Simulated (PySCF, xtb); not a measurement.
H3O3P, SMILES OP(O)O.

GFN2-xTB run with xtb at its own geometry gives an orbital gap of 7.15 eV and a dipole moment of 1.66 D.

The structure is a stationary point at B3LYP-D3(BJ)/def2-SVP. Other conformers were not sampled.

**Question.** What does PBE/def2-TZVPD in PySCF give? (An estimate is asked for; the answer gives what the named calculation found.)

**Answer.** gap 5.19 eV (levels -5.90 and -0.71 eV), dipole 2.20 D.
